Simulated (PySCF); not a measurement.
**Functional dependence of a UV spectrum**

Species: H₈OSSi₃.
InChI=1S/H8OSSi3/c2-5-4-1-3/h2H,4-5H2,3H3

Linear-response calculations in the def2-SVPD basis (PySCF; singlets by full response, triplets Tamm–Dancoff, core orbitals frozen in the response; HF means time-dependent Hartree–Fock). 'Strongest' is the level of largest summed f among the singlets computed (10 roots, of which the last may lack a degenerate partner); it can jump between rows when another state enters that window. S1 is the lowest singlet of each run and needn't be the same state throughout; f(S1) is that of one state. One conformer (not necessarily the lowest) at the PBE0-D3(BJ)/def2-SVP geometry, without solvent, vibrations or thermal averaging.

| functional | kind | S1 (eV) | f(S1) | strongest (eV) | T1 (eV) | HOMO (eV) | gap (eV) | ionisation energy, ΔSCF (eV) |
| --- | --- | --- | --- | --- | --- | --- | --- | --- |
| LDA | LDA | 4.41 | 0.023 | 5.91 | 4.17 | -6.23 | 4.28 | 8.85 |
| PBE | GGA | 4.55 | 0.026 | 5.97 | 4.26 | -6.16 | 4.43 | 8.76 |
| B3LYP | global hybrid, 20% exact exchange | 5.09 | 0.027 | 6.68 | 4.74 | -7.07 | 6.00 | 9.12 |
| PBE0 | global hybrid, 25% exact exchange | 5.19 | 0.027 | 6.96 | 4.77 | -7.30 | 6.39 | 9.16 |
| BHandHLYP | global hybrid, 50% exact exchange | 5.68 | 0.028 | 7.60 | 5.21 | -8.31 | 8.27 | 9.30 |
| CAM-B3LYP | range-separated hybrid | 5.49 | 0.026 | 7.38 | 5.06 | -8.56 | 8.64 | 9.35 |
| LC-wPBE | range-separated hybrid | 5.88 | 0.027 | 7.91 | 5.27 | -9.89 | 11.05 | 9.56 |
| HF | Hartree–Fock | 6.44 | 0.034 | 8.64 | 5.69 | -9.94 | 11.88 | not settled |

What does wB97X-D (range-separated hybrid) give?

S1 (eV) 5.54, f(S1) 0.027, strongest (eV) 7.47, T1 (eV) 5.13, HOMO (eV) -9.10, gap (eV) 9.90, ionisation energy, ΔSCF (eV) 9.36. S1 runs from 4.41 eV (LDA) to 6.44 eV (HF), a spread of 2.03 eV, while the orbital gap spreads over 7.6 eV. Along PBE (0%), B3LYP (20%), PBE0 (25%), BHandHLYP (50%), HF (100%) S1 rises with the share of exact exchange. −ε(HOMO) comes closest to its own ΔSCF ionisation energy with wB97X-D (-0.26 eV) and misses most with LDA (-2.62 eV). 'Not settled' means that the ion's SCF failed to converge or may have ended in another state than the lowest.
